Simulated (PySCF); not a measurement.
B₃H₇N₃, SMILES [NH2+]1BNBNB1, charge +1. Heavy atoms are numbered as in [BH:1]1[NH:2][BH:3][NH2+:4][BH:5][NH:6]1. Hydrogens are named by the atom that carries them.

The structure is a stationary point at B3LYP-D3(BJ)/def2-SVP. The isomer is the one that the SMILES or the coordinates give; other isomers of the formula were not compared.

Calculation: HF/def2-TZVP (PySCF).

ESP charges are fitted to the potential on shells at 1.4 to 2.0 van der Waals radii. Atomic charges (e), one atom of each kind:

```
atom      Löwdin  meta-Löwdin  ESP fit
--------  ------  -----------  -------
B1 (BH)    -0.36         0.30     0.85
N2 (NH)     0.26        -0.40    -0.99
B3 (BH)    -0.34         0.30     0.89
N4 (NH2)    0.26        -0.33    -0.76
H on B1     0.07         0.02    -0.13
H on N2     0.25         0.28     0.41
H on B3     0.08         0.02    -0.17
H on N4     0.27         0.30     0.37
```

Computed Mayer and Wiberg (Löwdin basis) orders of the bonds:
```json
[
 {"bond": "B1–N2", "Mayer": "1.09", "Wiberg": "1.42"},
 {"bond": "N2–B3", "Mayer": "1.40", "Wiberg": "1.69"},
 {"bond": "B3–N4", "Mayer": "0.86", "Wiberg": "1.14"},
 {"bond": "N4–B5", "Mayer": "0.86", "Wiberg": "1.14"},
 {"bond": "B1–N6", "Mayer": "1.09", "Wiberg": "1.42"},
 {"bond": "B5–N6", "Mayer": "1.40", "Wiberg": "1.69"}
]
```
